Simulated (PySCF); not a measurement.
**Which functional comes closest?**

Molecule: SMILES O=C(Cl)C(F)(F)F, C2ClF3O.

Numbering as in the mapped SMILES `[O:1]=[C:2]([Cl:3])[C:4]([F:5])([F:6])[F:7]`.

Geometry PBE0-D3(BJ)/def2-SVP throughout; GIAO in PySCF 2.14, gas phase, one conformer, non-relativistic; equivalent atoms averaged; basis pcSseg-2.

Reference values (measured; G. Saielli, R. Bini, A. Bagno, Computational 19F NMR. 2. Organic compounds, RSC Adv. 2014, ESI (exp. from Berger-Braun-Kalinowski 1994 and Everett 1995)): δ(F5/F6/F7) = -75.7 ppm vs CFCl3. Computed shifts are taken against CFCl3, calculated as an isolated molecule at each level.

Question: How do the functionals PBE, BLYP, KT3, mPW1PW91, WP04, CAM-B3LYP perform against the reference? Times are CPU seconds on 1 thread of an Arm Neoverse V1, shared host; the GGAs took longer than the global hybrids here, which isn't the general rule, and the cause wasn't traced.

Answer: 
```
functional                    kind  F5/F6/F7  abs. error F  core-s
       PBE                     GGA    -100.2          24.5      34
      BLYP                     GGA     -99.3          23.6      33
       KT3                     GGA    -102.9          27.2      37
  mPW1PW91           global hybrid     -85.4           9.7      23
      WP04           global hybrid     -81.6           5.9      24
 CAM-B3LYP  range-separated hybrid     -76.8           1.1      33
```

For ¹⁹F the closest is CAM-B3LYP (1.1 ppm) and the furthest KT3 (27.2 ppm). One molecule is a small sample, and vibrational and solvent effects are absent from the calculation.
